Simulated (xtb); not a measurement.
xtb input (GFN2-xTB):

```bash
xtb mol.xyz --gfn 2 --ohess tight --chrg -1 --uhf 0
```
mol.xyz:
```
8

C      0.00680750     1.43048306    -0.18804209
N     -1.15669718     0.66379340    -0.16932018
C     -1.13621002    -0.58841668     0.00807382
N     -0.03127357    -1.33249021     0.15479149
C      1.06698950    -0.59155911     0.13650134
N      1.20638459     0.70911821     0.02950836
H     -2.04141585    -1.20789530    -0.00500207
H      2.02206325    -1.12862009     0.26049692
```

End of the output:

```
    mode    ω/cm⁻¹     T·S(HO)/kcal·mol⁻¹    T·S(FR)/kcal·mol⁻¹   T·S(vib)
   ------------------------------------------------------------------------
   ------------------------------------------------------------------------

   temp. (K)  partition function   enthalpy   heat capacity  entropy
                                   cal/mol     cal/K/mol   cal/K/mol   J/K/mol
 298.15  VIB   1.85                  942.034      9.559      4.379
         ROT  0.339E+05              888.752      2.981     23.709
         INT  0.626E+05             1830.786     12.540     28.089
         TR   0.693E+27             1481.254      4.968     39.038
         TOT                        3312.0401    17.5080    67.1263   280.8565

       T/K    H(0)-H(T)+PV         H(T)/Eh          T*S/Eh         G(T)/Eh
   ------------------------------------------------------------------------
Note: The following floating-point exceptions are signalling: IEEE_UNDERFLOW_FLAG IEEE_DENORMAL
normal termination of xtb
    298.15    0.527807E-02    0.525530E-01    0.318939E-01    0.206591E-01
   ------------------------------------------------------------------------

         :::::::::::::::::::::::::::::::::::::::::::::::::::::
         ::                  THERMODYNAMIC                  ::
         :::::::::::::::::::::::::::::::::::::::::::::::::::::
         :: total free energy         -16.314403519730 Eh   ::
         ::.................................................::
         :: total energy              -16.335062646599 Eh   ::
         :: zero point energy           0.047274933833 Eh   ::
         :: G(RRHO) w/o ZPVE           -0.026615806965 Eh   ::
         :: G(RRHO) contrib.            0.020659126869 Eh   ::
         :::::::::::::::::::::::::::::::::::::::::::::::::::::

optimized geometry written to: xtbopt.xyz

           -------------------------------------------------
          | TOTAL ENERGY              -16.335062646599 Eh   |
          | TOTAL ENTHALPY            -16.282509640847 Eh   |
          | TOTAL FREE ENERGY         -16.314403519730 Eh   |
          | GRADIENT NORM               0.000675712194 Eh/α |
          | HOMO-LUMO GAP               2.259187023157 eV   |
           -------------------------------------------------

------------------------------------------------------------------------
------------------------------------------------------------------------
 total:
 SCF:
 ANC optimizer:
 analytical hessian:
```

It need not be the lowest isomer of its formula. Whether it binds its extra electron was not tested at this geometry.
